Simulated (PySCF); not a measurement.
Two-component Hartree-Fock for Xe⁺ (xenon, charge +1)

Start: [Kr] 4d10 5s1 5p5 5d1; 5s1/2 filled at m_j = +1/2; 5p1/2 filled at m_j = -1/2, +1/2; 5p3/2 filled at m_j = -1/2, +1/2, +3/2; 5d5/2 filled at m_j = +5/2. Calculated with PySCF 2.14 in x2c-TZVPall-2c with one added diffuse shell each of s, p, d, f type (9s10p6d3f, 90 functions): generalised Hartree-Fock with the X2C-1e Hamiltonian and a Gaussian nucleus; one run each with spin-orbit coupling (SO) switched off, then screened by Boettger's factors. This is a chosen level, not necessarily the ground level.

```tsv
spinor shell	electrons	ε, spin-free (eV)	ε, screened SO (eV)	weight of nominal j (screened SO)	rms radius, screened SO (bohr)
1s1/2	2	-34742.8	-34738.6	1.000	0.0305
2s1/2	2	-5521.6	-5520.3	1.000	0.124
2p1/2	2	-4949.1	-5175.0	1.000	0.107
2p3/2	4	-4949.1	-4847.6	1.000	0.112
3s1/2	2	-1184.8	-1184.4	1.000	0.326
3p1/2	2	-995.64	-1039.7	1.000	0.318
3p3/2	4	-995.64	-975.59	1.000	0.330
3d3/2	4	-715.31	-723.01	1.000	0.302
3d5/2	6	-715.31	-709.74	1.000	0.305
4s1/2	2	-244.01	-243.84	1.000	0.762
4p1/2	2	-181.62	-190.47	1.000	0.796
4p3/2	4	-181.62	-177.47	1.000	0.823
4d3/2	4	-87.388	-88.574	0.989	0.935
4d5/2	6	-87.388	-86.401	0.993	0.944
5s1/2	1	-42.165	-42.094	1.000	1.93
5p1/2	2	-23.988	-25.906	0.660	2.22
5p3/2	3	-23.988	-22.906	0.773	2.34
5d5/2	1	-8.717	-8.669	1.000	3.93
```

```csv
quantity,spin-free,screened SO
E (hartree),-7440.97336,-7443.39956
M_J,9/2,9/2
⟨J²⟩,24.769,24.768
⟨L²⟩,12.011,12.039
⟨S²⟩,3.758,3.785
```

Each row is a mean over spinors that exchange with the open shell spreads, by up to 5.217 eV (5p3/2).

Rows whose weight is well below 1 are mixtures of j = l ± 1/2: exchange outweighs spin-orbit coupling there, and the label is only the starting occupation.

Breit and QED terms are absent; they matter most for the inner s and p1/2 levels.

Densities and radii are taken from the X2C orbitals without a picture-change correction, which distorts them close to the nucleus.

Without spin-orbit coupling the j labels of p, d and f shells carry no meaning; the spin-free column gives the mean over the occupied spinors of each nl shell.
